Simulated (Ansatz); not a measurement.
Isolated molecules relaxed with PBE0-D4/def2-TZVP in Ansatz; ΔE leaves out vibrations. CCSD(T)/CBS adds triple-zeta CCSD(T) − MP2 to the extrapolated MP2 energy (def2 sets, frozen cores). Functionals use def2-TZVPP. B3LYP here is the variant with VWN-RPA as its local correlation; programs differ in this. One conformer a species, not always the lowest.

Consider the ligand exchange at the Si–C bond: `O=C(O[SiH3])[SiH2]F` + `C=C(S)S` → `C=C(S)S[SiH2]F` + `O=CO[SiH3]`.

`O=C(O[SiH3])[SiH2]F`:

Z-matrix (Å, degrees):
```
Si
O 1 1.702
H 1 1.479 2 102.8
H 1 1.479 2 110.1 3 -118.2
H 1 1.479 2 110.1 3 118.2
C 2 1.333 1 118.0 3 179.9
O 6 1.207 2 122.7 1 0.0
Si 6 1.909 2 118.1 1 -179.9
F 8 1.594 6 111.3 2 -0.7
H 8 1.478 6 107.5 2 118.8
H 8 1.478 6 107.5 2 -120.2
```

`C=C(S)S`:

Cartesian coordinates in Å:
```
C -0.290 -0.699 -0.924
C 0.200 0.110 0.013
S -0.684 1.375 0.851
S 1.910 0.070 0.425
H -1.304 -0.593 -1.290
H 0.326 -1.481 -1.349
H -1.916 0.945 0.530
H 1.757 0.273 1.745
```

`C=C(S)S[SiH2]F`:

```xyz
11

C    -1.759   -0.577   -0.124
C    -0.582   -0.763    0.469
S    -0.426   -0.700    2.220
S     0.903   -1.033   -0.480
Si    1.359    1.008   -0.813
F     0.368    1.653   -1.888
H    -1.833   -0.530   -1.202
H    -2.665   -0.459    0.460
H     0.704   -1.419    2.295
H     2.728    1.044   -1.374
H     1.202    1.777    0.438
```

`O=CO[SiH3]`:

```xyz
8

O     1.139    0.904   -1.160
C     0.843    1.217   -0.043
O     0.018    0.521    0.736
Si   -0.655   -0.902    0.098
H     1.217    2.114    0.470
H    -1.494   -1.395    1.211
H    -1.482   -0.588   -1.087
H     0.415   -1.871   -0.224
```

CCSD(T)/CBS gives -79.6 kJ/mol.

Task: Another level gave -78.5 kJ/mol. Which?
A. MP2/def2-TZVPP
B. B3LYP/def2-TZVPP
C. ωB97M-V/def2-TZVPP
D. B2PLYP/def2-TZVPP

Result: C. ωB97M-V -78.5, B3LYP -69.2, MP2/def2-TZVPP -83.4, B2PLYP -74.2 kJ/mol.

Largest T1 diagnostic among the species: 0.016.

From PBE to PBE0 (25 % exact exchange), in def2-TZVPP and without D4, ΔE moves by −5.4 kJ/mol. The D4 term adds −6.4 kJ/mol with B3LYP and −3.5 kJ/mol with PBE0; it sums over pairs of atoms, weighted by their polarisabilities, and B3LYP, whose exchange is more repulsive, gets the larger term.
